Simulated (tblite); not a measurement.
C5H13OPSi.
Numbering: `[CH3:1][O:2][C@@H:3]1[CH2:4][CH2:5][P:6]([SiH3:7])[CH2:8]1` (hydrogens: H9, H10, H11 on C1; H12 on C3; H13, H14 on C4; H15, H16 on C5; H17, H18, H19 on Si7; H20, H21 on C8)

Computed with GFN2-xTB (tblite), gas phase: L-BFGS steps from a force-field or distance-geometry start until the largest atomic force falls under 0.01 eV/Å.

Step 107: E = -698.0510 eV
```
atom  x, y, z in Å  |  force x, y, z in eV/Å
C1      1.5782   -1.0193    1.3860   -0.022   0.007  -0.023
O2      0.5948   -1.0121    0.3840    0.034   0.068   0.014
C3      0.8219   -0.1550   -0.7156   -0.035   0.008  -0.047
C4      0.8328    1.3401   -0.3731    0.017  -0.033  -0.023
C5     -0.5912    1.7593   -0.0020    0.084   0.053   0.012
P6     -1.7828    0.5430   -0.7966   -0.003   0.004   0.066
Si7    -2.0593   -0.8394    0.9567   -0.103  -0.027  -0.002
C8     -0.3771   -0.3487   -1.6362    0.032   0.016  -0.021
H9      2.5792   -1.0805    0.9443    0.009  -0.024   0.043
H10     1.3840   -1.9064    1.9891    0.044   0.032  -0.009
H11     1.5228   -0.1333    2.0303    0.013  -0.017  -0.043
H12     1.7700   -0.4337   -1.2117   -0.043  -0.034   0.058
H13     1.1491    1.8744   -1.2710    0.025  -0.019  -0.017
H14     1.5471    1.5779    0.4173   -0.047  -0.060   0.024
H15    -0.7402    1.7618    1.0807   -0.028   0.007  -0.061
H16    -0.7961    2.7712   -0.3635   -0.040  -0.045   0.017
H17    -3.4934   -0.6506    1.2662    0.123  -0.045   0.003
H18    -1.3147   -0.4992    2.1727   -0.048   0.038  -0.016
H19    -1.8373   -2.2339    0.5920   -0.015  -0.012  -0.018
H20    -0.6142   -1.4054   -1.7806    0.020   0.109   0.028
H21    -0.1826    0.1069   -2.6113   -0.017  -0.028   0.016
```

Step 108: E = -698.0527 eV
```
atom  x, y, z in Å  |  force x, y, z in eV/Å
C1      1.5937   -1.0148    1.3794   -0.020   0.024  -0.043
O2      0.6002   -1.0131    0.3896   -0.005   0.020  -0.014
C3      0.8215   -0.1592   -0.7127    0.008   0.048   0.016
C4      0.8328    1.3362   -0.3697    0.015   0.006  -0.017
C5     -0.5895    1.7536    0.0056    0.037   0.016  -0.027
P6     -1.7809    0.5441   -0.7974   -0.037   0.026   0.012
Si7    -2.0780   -0.8355    0.9477   -0.009  -0.067   0.000
C8     -0.3763   -0.3536   -1.6304    0.025   0.060   0.005
H9      2.5890   -1.0791    0.9316    0.080  -0.040  -0.015
H10     1.4104   -1.8895    1.9968   -0.004  -0.083   0.029
H11     1.5457   -0.1251    2.0105    0.010   0.116   0.063
H12     1.7693   -0.4360   -1.2082   -0.019  -0.044   0.033
H13     1.1472    1.8740   -1.2664    0.029  -0.032  -0.014
H14     1.5435    1.5761    0.4233   -0.023  -0.072   0.003
H15    -0.7382    1.7471    1.0868   -0.028   0.016  -0.019
H16    -0.8019    2.7643   -0.3508   -0.012   0.003   0.015
H17    -3.5027   -0.6441    1.2585   -0.015  -0.016   0.021
H18    -1.3337   -0.4897    2.1598   -0.019   0.021   0.019
H19    -1.8706   -2.2302    0.5782    0.012  -0.025  -0.013
H20    -0.6153   -1.4074   -1.7713    0.004   0.026   0.011
H21    -0.1752    0.0989   -2.6031   -0.030  -0.002  -0.065
```

Step 109: E = -698.0541 eV
```
atom  x, y, z in Å  |  force x, y, z in eV/Å
C1      1.5819   -1.0172    1.3821   -0.004   0.012   0.011
O2      0.5939   -1.0143    0.3866    0.006   0.024   0.003
C3      0.8184   -0.1594   -0.7146    0.008   0.032   0.018
C4      0.8331    1.3350   -0.3712    0.003   0.019  -0.003
C5     -0.5887    1.7582    0.0010    0.013   0.002  -0.021
P6     -1.7828    0.5463   -0.7964   -0.019   0.010   0.019
Si7    -2.0651   -0.8384    0.9507    0.031  -0.090  -0.020
C8     -0.3782   -0.3486   -1.6346   -0.002   0.051   0.001
H9      2.5817   -1.0779    0.9403    0.033  -0.034   0.001
H10     1.3965   -1.8976    1.9958    0.011  -0.011  -0.017
H11     1.5285   -0.1289    2.0195    0.010   0.049   0.010
H12     1.7658   -0.4402   -1.2075   -0.007  -0.036   0.019
H13     1.1522    1.8709   -1.2671    0.028  -0.021  -0.013
H14     1.5415    1.5715    0.4240   -0.006  -0.063   0.016
H15    -0.7420    1.7559    1.0823   -0.009   0.019  -0.035
H16    -0.7995    2.7683   -0.3596   -0.006  -0.011   0.014
H17    -3.4886   -0.6536    1.2675   -0.028  -0.024   0.019
H18    -1.3183   -0.4848    2.1595   -0.029   0.024   0.018
H19    -1.8424   -2.2347    0.5858   -0.014   0.024  -0.005
H20    -0.6193   -1.4014   -1.7804    0.007   0.028   0.013
H21    -0.1775    0.1078   -2.6059   -0.025  -0.005  -0.047
```

Problem. Estimate the geometry and energy of step 110. (The exact step hangs on the optimiser's Hessian estimate; all steps are aligned on step 109, rigid shifts and turns removed.)

Solution. E = -698.0549 eV, largest force 0.059 eV/Å
```
atom  x, y, z in Å  |  force x, y, z in eV/Å
C1      1.5784   -1.0186    1.3824    0.026   0.029   0.013
O2      0.5945   -1.0187    0.3819    0.014   0.027   0.030
C3      0.8172   -0.1601   -0.7171   -0.003   0.019   0.008
C4      0.8330    1.3329   -0.3705    0.012   0.020   0.004
C5     -0.5881    1.7596   -0.0005   -0.001  -0.011  -0.020
P6     -1.7844    0.5485   -0.7951   -0.003  -0.009   0.007
Si7    -2.0584   -0.8391    0.9522    0.002  -0.043   0.019
C8     -0.3803   -0.3452   -1.6370   -0.019   0.033  -0.002
H9      2.5833   -1.0768    0.9475   -0.027  -0.025   0.008
H10     1.3925   -1.9000    1.9950    0.010   0.002  -0.025
H11     1.5188   -0.1298    2.0208    0.011   0.013  -0.017
H12     1.7636   -0.4422   -1.2104    0.002  -0.025   0.006
H13     1.1564    1.8698   -1.2643    0.027  -0.017  -0.009
H14     1.5396    1.5634    0.4275    0.005  -0.045   0.022
H15    -0.7455    1.7585    1.0798    0.005   0.022  -0.019
H16    -0.7973    2.7692   -0.3616   -0.005   0.001   0.002
H17    -3.4868   -0.6634    1.2660    0.022  -0.029   0.014
H18    -1.3138   -0.4712    2.1614   -0.055   0.008  -0.019
H19    -1.8269   -2.2341    0.5934   -0.012   0.004  -0.009
H20    -0.6235   -1.3976   -1.7844    0.010   0.033   0.012
H21    -0.1810    0.1118   -2.6088   -0.021  -0.006  -0.027
```

The energy changes by -0.0008 eV. The first-order estimate −F·Δx gives -0.0014 eV and the mean of the old and new forces, exact on a quadratic surface, -0.0008 eV. The step makes an angle of 78° with the force vector and moves no atom by more than 0.017 Å.

What follows is the cost of the whole relaxation. The run took 1.2 s of wall time on an Arm Neoverse V2 with one thread (shared host).
